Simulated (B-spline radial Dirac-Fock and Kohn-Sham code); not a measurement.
# Anomalous scattering factors of Cr, 4.5109 keV to 77.18 keV

The computed values come from a radial B-spline solver: the dispersion relation over Dirac-Hartree-Slater subshell photoionisation cross sections, with the Kissel-Pratt high-energy constant (isolated atom, no bound-bound lines or fine structure). The forward scattering factor is f₀ + f′ + i f″.

Edges near this range: K 5989.0 eV.

| hν (eV) | λ (Å) | f′ (e) | f″ (e) | tabulated f′ | tabulated f″ |
| --- | --- | --- | --- | --- | --- |
| 4510.9 | 2.749 | -1.301 | 0.785 | -1.29 | 0.72 |
| 4596 | 2.698 | -1.354 | 0.760 | -1.35 | 0.70 |
| 5414.7 | 2.290 | -2.138 | 0.567 | -2.17 | 0.52 |
| 5915 | 2.096 | -4.140 | 0.484 | -4.81 | 0.45 |
| 6000 | 2.066 | -6.194 | 3.891 | -4.75 | 3.88 |
| 6403.9 | 1.936 | -1.939 | 3.570 | -1.86 | 3.50 |
| 6930.3 | 1.789 | -0.953 | 3.152 | -0.92 | 3.08 |
| 7596 | 1.632 | -0.385 | 2.717 | -0.36 | 2.68 |
| 8047.8 | 1.541 | -0.162 | 2.471 | -0.15 | 2.44 |
| 9251.7 | 1.340 | 0.159 | 1.959 | 0.16 | 1.93 |
| 10630 | 1.166 | 0.307 | 1.546 | 0.30 | 1.52 |
| 11400 | 1.088 | 0.344 | 1.369 | 0.34 | 1.35 |
| 12000 | 1.033 | 0.360 | 1.251 | 0.36 | 1.23 |
| 13980 | 0.8869 | 0.370 | 0.953 | 0.36 | 0.93 |
| 14290 | 0.8676 | 0.368 | 0.916 | 0.36 | 0.89 |
| 15000 | 0.8266 | 0.362 | 0.839 | 0.36 | 0.82 |
| 17479.3 | 0.7093 | 0.327 | 0.633 | 0.32 | 0.61 |
| 18150 | 0.6831 | 0.317 | 0.591 | 0.31 | 0.57 |
| 19870 | 0.6240 | 0.290 | 0.498 | 0.29 | 0.48 |
| 22162.9 | 0.5594 | 0.256 | 0.405 | 0.25 | 0.40 |
| 24209.8 | 0.5121 | 0.228 | 0.342 | 0.22 | 0.34 |
| 26890 | 0.4611 | 0.197 | 0.279 | 0.19 | 0.28 |
| 30000 | 0.4133 | ? | ? | ? | ? |
| 40000 | 0.3100 | 0.096 | 0.127 | 0.09 | 0.12 |
| 41780 | 0.2968 | 0.087 | 0.116 | 0.08 | 0.11 |
| 45300 | 0.2737 | 0.072 | 0.099 | 0.07 | 0.10 |
| 54150 | 0.2290 | 0.043 | 0.069 | 0.04 | 0.07 |
| 60350 | 0.2054 | 0.028 | 0.055 | 0.03 | 0.05 |
| 67290 | 0.1843 | 0.015 | 0.044 | 0.01 | 0.04 |
| 67630 | 0.1833 | 0.015 | 0.043 | 0.01 | 0.04 |
| 73850 | 0.1679 | 0.006 | 0.036 | 0.00 | 0.04 |
| 77180 | 0.1606 | 0.002 | 0.033 | 0.00 | 0.03 |

Task: What are f′ and f″ at 30000 eV?

Result: f′ = 0.166 and f″ = 0.225 electrons (tables: 0.16 and 0.22). By the optical theorem f″ corresponds to a photoabsorption cross section 2 rₑ λ f″ = 525 b.

Tabulated f′: xraylib 4.2 anomalous scattering factors (Cullen et al., EPDL97); f″: Chantler's tables (J. Phys. Chem. Ref. Data 1995 and 2000). Both are theoretical tables.
